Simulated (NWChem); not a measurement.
System: C2H3AlF2; SMILES C=[CH][Al]([F])[F]

NWChem printed, in part:

```
             Northwest Computational Chemistry Package (NWChem) 7.3.0
             --------------------------------------------------------

 CS  symmetry detected

                             Geometry "geometry" -> ""
                             -------------------------

 Output coordinates in angstroms (scale by  1.889725989 to convert to a.u.)

  No.       Tag          Charge          X              Y              Z
 ---- ---------------- ---------- -------------- -------------- --------------
    1 Al                  13.0000    -0.02816277     0.48037519     0.00000000
    2 F                    9.0000    -0.92955354     1.86997974     0.00000000
    3 F                    9.0000     1.62083306     0.65377248     0.00000000
    4 C                    6.0000    -0.79009075    -1.28085907     0.00000000
    5 C                    6.0000     0.00789841    -2.36063561     0.00000000
    6 H                    1.0000    -1.87498693    -1.44860425     0.00000000
    7 H                    1.0000    -0.38859907    -3.38399106     0.00000000
    8 H                    1.0000     1.10134050    -2.27708402     0.00000000

 Effective nuclear repulsion energy (a.u.)     201.0063028642

      Symmetry information
      --------------------

 Group name             Cs
 Group number              2
 Group order               2
 No. of unique centers     8

                                 NWChem DFT Module
                                 -----------------

 Summary of "ao basis" -> "ao basis" (spherical)
 ------------------------------------------------------------------------------
       Tag                 Description            Shells   Functions and Types
 ---------------- ------------------------------  ------  ---------------------
 Al                         def2-svp                 8       18   4s3p1d
 F                          def2-svp                 6       14   3s2p1d
 C                          def2-svp                 6       14   3s2p1d
 H                          def2-svp                 3        5   2s1p

      Symmetry analysis of basis
      --------------------------

        a'         65
        a"         24

            General Information
            -------------------
          SCF calculation type: DFT
          Wavefunction type:  closed shell.
          No. of atoms     :     8
          No. of electrons :    46
           Alpha electrons :    23
            Beta electrons :    23
          Charge           :     0
          Spin multiplicity:     1
          Use of symmetry is: on ; symmetry adaption is: on
          Maximum number of iterations: 150
          AO basis - number of functions:    89
                     number of shells:    41
          Convergence on energy requested:  1.00D-06
          Convergence on density requested:  1.00D-05
          Convergence on gradient requested:  5.00D-04

              XC Information
              --------------
                          N12 Method XC Functional
                           N12 Exchange Functional  1.000
                         N12 Correlation Potential  1.000

             Grid Information
             ----------------
          Grid used for XC integration:  medium
          Radial quadrature: Mura-Knowles
          Angular quadrature: Lebedev.
          Tag              B.-S. Rad. Rad. Pts. Rad. Cut. Ang. Pts.
          ---              ---------- --------- --------- ---------
          Al                  1.25       88          11.0       590
          F                   0.50       49          13.0       434
          C                   0.70       49          10.0       434
          H                   0.35       45          12.0       434
          Grid pruning is: on
          Number of quadrature shells:   419
          Spatial weights used:  Erf1

      Superposition of Atomic Density Guess
      -------------------------------------

 Sum of atomic energies:        -517.12389803

      Non-variational initial energy
      ------------------------------

 Total energy =    -518.462423
 1-e energy   =   -1116.293072
 2-e energy   =     396.824346
 HOMO         =      -0.358361
 LUMO         =      -0.034978

      Symmetry analysis of molecular orbitals - initial
      -------------------------------------------------

  Numbering of irreducible representations:

     1 a'          2 a"

  Orbital symmetries:

     1 a'          2 a'          3 a'          4 a'          5 a'
     6 a'          7 a'          8 a'          9 a"         10 a'
    11 a'         12 a'         13 a'         14 a'         15 a'
    16 a'         17 a"         18 a"         19 a'         20 a'
    21 a'         22 a'         23 a"         24 a"         25 a'
    26 a"         27 a'         28 a'         29 a'         30 a'
    31 a'         32 a'         33 a'

     ---------------------------------------------
      Total Density - Mulliken Population Analysis
     ---------------------------------------------

    Atom       Charge   Shell Charges
 -----------   ------   -------------------------------------------------------
    1 Al  13    11.45   2.00  1.99  0.62  0.09  5.93  0.46  0.16  0.20
    2 F    9     9.67   1.99  1.15  0.79  3.56  2.17  0.00
    3 F    9     9.67   1.99  1.15  0.79  3.56  2.17  0.00
    4 C    6     6.45   1.99  0.98  0.35  1.97  1.13  0.02
    5 C    6     6.09   1.99  0.96  0.28  1.89  0.93  0.03
    6 H    1     0.88   0.66  0.20  0.03
    7 H    1     0.90   0.67  0.20  0.02
    8 H    1     0.90   0.67  0.20  0.02

[...]
```

Level: N12/def2-SVP. Structure relaxed at the PBE0/def2-SVP level.

Problem. Write an input that gives this output.

Solution. One answer among several that fit: the input that was run:
```
start job
memory heap 200 mb stack 900 mb global 1100 mb
geometry units angstroms noautoz
  Al    -0.042077     0.476063     0.000000
  F     -0.970654     1.847650     0.000000
  F      1.603185     0.681895     0.000000
  C     -0.769179    -1.299832     0.000000
  C      0.049916    -2.363687     0.000000
  H     -1.850562    -1.488906     0.000000
  H     -0.326355    -3.394651     0.000000
  H      1.141501    -2.258622     0.000000
end
basis spherical
  Al library def2-svp
  F library def2-svp
  C library def2-svp
  H library def2-svp
end
dft
  xc n12
  iterations 150
  mulliken
end
task dft energy
```
